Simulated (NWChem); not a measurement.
System: C₃H₅Cl; SMILES C1(Cl)CC1

NWChem input:

```
start job
memory heap 200 mb stack 900 mb global 1100 mb
geometry units angstroms noautoz
  Cl    -0.086628    -1.396161     0.000000
  C      0.546529     0.246930     0.000000
  C     -0.177879     1.312989    -0.752217
  C     -0.177879     1.312989     0.752217
  H      1.639080     0.247783     0.000000
  H      0.420383     2.056037    -1.286971
  H     -1.102831     1.022441    -1.256475
  H      0.420383     2.056037     1.286971
  H     -1.102831     1.022441     1.256475
end
basis spherical
  * library def2-svp
end
dft
  xc xpbe96 cpbe96
  iterations 150
  mulliken
end
task dft energy
```

Output (shortened):

```
             Northwest Computational Chemistry Package (NWChem) 7.3.0
             --------------------------------------------------------

 CS  symmetry detected

                             Geometry "geometry" -> ""
                             -------------------------

 Output coordinates in angstroms (scale by  1.889725989 to convert to a.u.)

  No.       Tag          Charge          X              Y              Z
 ---- ---------------- ---------- -------------- -------------- --------------
    1 Cl                  17.0000    -0.08434290     1.39390435     0.00000000
    2 C                    6.0000     0.54770772    -0.24961256     0.00000000
    3 C                    6.0000    -0.17741786    -1.31518360    -0.75221700
    4 C                    6.0000    -0.17741786    -1.31518360     0.75221700
    5 H                    1.0000     1.64025790    -0.25120113     0.00000000
    6 H                    1.0000     0.42034374    -2.05863422    -1.28697100
    7 H                    1.0000    -1.10217403    -1.02401293    -1.25647500
    8 H                    1.0000     0.42034374    -2.05863422     1.28697100
    9 H                    1.0000    -1.10217403    -1.02401293     1.25647500

 Effective nuclear repulsion energy (a.u.)     152.8597516831

      Symmetry information
      --------------------

 Group name             Cs
 Group number              2
 Group order               2
 No. of unique centers     6

  pbe96 is a nonlocal functional; adding pw91lda local functional.

                                 NWChem DFT Module
                                 -----------------

 Summary of "ao basis" -> "ao basis" (spherical)
 ------------------------------------------------------------------------------
       Tag                 Description            Shells   Functions and Types
 ---------------- ------------------------------  ------  ---------------------
 Cl                         def2-svp                 8       18   4s3p1d
 C                          def2-svp                 6       14   3s2p1d
 H                          def2-svp                 3        5   2s1p

      Symmetry analysis of basis
      --------------------------

        a'         51
        a"         34

            General Information
            -------------------
          SCF calculation type: DFT
          Wavefunction type:  closed shell.
          No. of atoms     :     9
          No. of electrons :    40
           Alpha electrons :    20
            Beta electrons :    20
          Charge           :     0
          Spin multiplicity:     1
          Use of symmetry is: on ; symmetry adaption is: on
          Maximum number of iterations: 150
          AO basis - number of functions:    85
                     number of shells:    41
          Convergence on energy requested:  1.00D-06
          Convergence on density requested:  1.00D-05
          Convergence on gradient requested:  5.00D-04

              XC Information
              --------------
          PerdewBurkeErnzerhof Exchange Functional  1.000
            Perdew 1991 LDA Correlation Functional  1.000 local
           PerdewBurkeErnz. Correlation Functional  1.000 non-local

             Grid Information
             ----------------
          Grid used for XC integration:  medium
          Radial quadrature: Mura-Knowles
          Angular quadrature: Lebedev.
          Tag              B.-S. Rad. Rad. Pts. Rad. Cut. Ang. Pts.
          ---              ---------- --------- --------- ---------
          Cl                  1.00       88          10.0       590
          C                   0.70       49           8.0       434
          H                   0.35       45          10.0       434
          Grid pruning is: on
          Number of quadrature shells:   321
          Spatial weights used:  Erf1

      Superposition of Atomic Density Guess
      -------------------------------------

 Sum of atomic energies:        -574.69434583

      Non-variational initial energy
      ------------------------------

 Total energy =    -577.174021
 1-e energy   =   -1091.989478
 2-e energy   =     361.955705
 HOMO         =      -0.315706
 LUMO         =       0.072996

      Symmetry analysis of molecular orbitals - initial
      -------------------------------------------------

  Numbering of irreducible representations:

     1 a'          2 a"

  Orbital symmetries:

     1 a'          2 a'          3 a"          4 a'          5 a'
     6 a'          7 a'          8 a"          9 a'         10 a'
    11 a"         12 a'         13 a'         14 a'         15 a"
    16 a'         17 a'         18 a"         19 a'         20 a"
    21 a'         22 a'         23 a'         24 a"         25 a"
    26 a'         27 a"         28 a"         29 a'         30 a'

     ---------------------------------------------
      Total Density - Mulliken Population Analysis
     ---------------------------------------------

    Atom       Charge   Shell Charges
 -----------   ------   -------------------------------------------------------
    1 Cl  17    17.23   2.00  1.99  1.22  0.71  5.94  2.13  3.21  0.02
    2 C    6     5.95   1.99  0.93  0.31  1.79  0.88  0.05
    3 C    6     6.22   1.99  0.96  0.26  2.04  0.94  0.03
    4 C    6     6.22   1.99  0.96  0.26  2.04  0.94  0.03
    5 H    1     0.88   0.67  0.18  0.02
    6 H    1     0.87   0.66  0.18  0.02
    7 H    1     0.88   0.66  0.19  0.02
    8 H    1     0.87   0.66  0.18  0.02
    9 H    1     0.88   0.66  0.19  0.02

   convergence    iter        energy       DeltaE   RMS-Dens  Diis-err
 ---------------- ----- ----------------- --------- --------- ---------
 d= 0,ls=0.0,diis     1   -576.8654013532 -7.30D+02  1.11D-02  4.44D-01
 d= 0,ls=0.0,diis     2   -576.8506639720  1.47D-02  9.10D-03  4.79D-01
 d= 0,ls=0.0,diis     3   -576.8984274884 -4.78D-02  2.90D-03  9.80D-02
 d= 0,ls=0.0,diis     4   -576.9109068191 -1.25D-02  2.92D-04  4.88D-04
 d= 0,ls=0.0,diis     5   -576.9109632252 -5.64D-05  7.82D-05  4.04D-05
  Resetting Diis
 d= 0,ls=0.0,diis     6   -576.9109674003 -4.18D-06  3.05D-05  7.53D-06
 d= 0,ls=0.0,diis     7   -576.9109684186 -1.02D-06  1.48D-05  3.49D-07
 d= 0,ls=0.0,diis     8   -576.9109683725  4.61D-08  8.63D-06  6.91D-07

         Total DFT energy =     -576.910968372472
      One electron energy =    -1095.297332188810
           Coulomb energy =      411.543642066050
    Exchange-Corr. energy =      -46.017029932835
 Nuclear repulsion energy =      152.859751683123

 Numeric. integr. density =       40.000009765660

                  Occupations of the irreducible representations
                  ----------------------------------------------

                     irrep           alpha         beta
                     --------     --------     --------
                     a'               14.0         14.0
                     a"                6.0          6.0

                       DFT Final Molecular Orbital Analysis
                       ------------------------------------

 Vector   18  Occ=2.000000D+00  E=-2.957918D-01  Symmetry=a'
              MO Center= -1.2D-01, -4.6D-01, -5.5D-15, r^2= 2.9D+00
   Bfn.  Coefficient  Atom+Function         Bfn.  Coefficient  Atom+Function
  ----- ------------  ---------------      ----- ------------  ---------------
    11      0.335306  1 Cl px                38      0.279504  3 C  pz
    52     -0.279504  4 C  pz                 8      0.266380  1 Cl px
    21     -0.231561  2 C  s                 37     -0.164510  3 C  py
    51     -0.164510  4 C  py                 5      0.155007  1 Cl px
    26      0.150802  2 C  py                41      0.148934  3 C  pz

 Vector   19  Occ=2.000000D+00  E=-2.452154D-01  Symmetry=a'
              MO Center=  1.7D-03,  6.0D-01,  2.0D-13, r^2= 2.7D+00
   Bfn.  Coefficient  Atom+Function         Bfn.  Coefficient  Atom+Function
  ----- ------------  ---------------      ----- ------------  ---------------
    11      0.504648  1 Cl px                 8      0.369229  1 Cl px
    12      0.246588  1 Cl py                 5      0.214647  1 Cl px
    61     -0.174532  5 H  s                  9      0.170897  1 Cl py
    22     -0.150901  2 C  px                37      0.151344  3 C  py
    51      0.151344  4 C  py                38     -0.135425  3 C  pz

 Vector   20  Occ=2.000000D+00  E=-2.291427D-01  Symmetry=a"
              MO Center=  6.9D-03,  5.0D-01, -2.3D-15, r^2= 2.7D+00
   Bfn.  Coefficient  Atom+Function         Bfn.  Coefficient  Atom+Function
  ----- ------------  ---------------      ----- ------------  ---------------
    13      0.550825  1 Cl pz                10      0.392281  1 Cl pz
    24     -0.282854  2 C  pz                 7      0.227750  1 Cl pz
    35      0.208350  3 C  s                 49     -0.208350  4 C  s
    37      0.196542  3 C  py                51     -0.196542  4 C  py
    40      0.113474  3 C  py                54     -0.113474  4 C  py

 Vector   21  Occ=0.000000D+00  E= 7.362125D-03  Symmetry=a'
              MO Center= -1.5D-01,  7.2D-02,  8.9D-15, r^2= 3.7D+00
   Bfn.  Coefficient  Atom+Function         Bfn.  Coefficient  Atom+Function
  ----- ------------  ---------------      ----- ------------  ---------------
    21      0.882028  2 C  s                 12      0.703584  1 Cl py
    72     -0.575126  7 H  s                 82     -0.575126  9 H  s
     4     -0.551048  1 Cl s                 26      0.416773  2 C  py
    23      0.370089  2 C  py                25     -0.332047  2 C  px
    20      0.303506  2 C  s                 39     -0.286786  3 C  px

[...]
```

Level: PBE/def2-SVP. Coordinates come from a PBE0/def2-SVP optimisation.
